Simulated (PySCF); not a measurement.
Vibration and rotation of SrB

ROHF-CCSD(T) constants of SrB, ⁴Σ⁻ (quartet), unpaired electrons σ ↑, π ↑↑ (Sr def2-SVP with ECP28, B def2-SVP; scalar-relativistic core potentials (PySCF 2.14); masses 87.9056 and 11.0093 u):

* ωe: 405.9 cm⁻¹
* ωexe: 1.93 cm⁻¹
* Be: 0.26977 cm⁻¹
* αe: 0.00180 cm⁻¹
* D (centrifugal): 4.77e-07 cm⁻¹
* De to Sr + B: 0.342 eV

Q: Give the vibrational terms G(v) and spacings up to v = 6.

A: G(v) = ωe(v+½) − ωexe(v+½)².

```json
{"v": "0", "G(v) (cm⁻¹)": "202", "G(v) − G(v−1)": "", "Bv (cm⁻¹)": "0.2689"}
{"v": "1", "G(v) (cm⁻¹)": "605", "G(v) − G(v−1)": "402", "Bv (cm⁻¹)": "0.2671"}
{"v": "2", "G(v) (cm⁻¹)": "1003", "G(v) − G(v−1)": "398", "Bv (cm⁻¹)": "0.2653"}
{"v": "3", "G(v) (cm⁻¹)": "1397", "G(v) − G(v−1)": "394", "Bv (cm⁻¹)": "0.2635"}
{"v": "4", "G(v) (cm⁻¹)": "1787", "G(v) − G(v−1)": "390", "Bv (cm⁻¹)": "0.2617"}
{"v": "5", "G(v) (cm⁻¹)": "2174", "G(v) − G(v−1)": "387", "Bv (cm⁻¹)": "0.2599"}
{"v": "6", "G(v) (cm⁻¹)": "2557", "G(v) − G(v−1)": "383", "Bv (cm⁻¹)": "0.2581"}
```

A state of this spin cannot dissociate to the ground-state fragments, so its own limit lies higher than the one that De refers to.

Correlated steps freeze 1 core orbital. The bond is weak. Basis-set superposition, not corrected here, can be much of De in a small basis, most of all at correlated wavefunction levels. Spin–orbit coupling is left out. The CCSD T1 diagnostic is raised, a sign that a single reference may not be enough here. The state was picked by a PBE0 search and need not be the measured ground state.
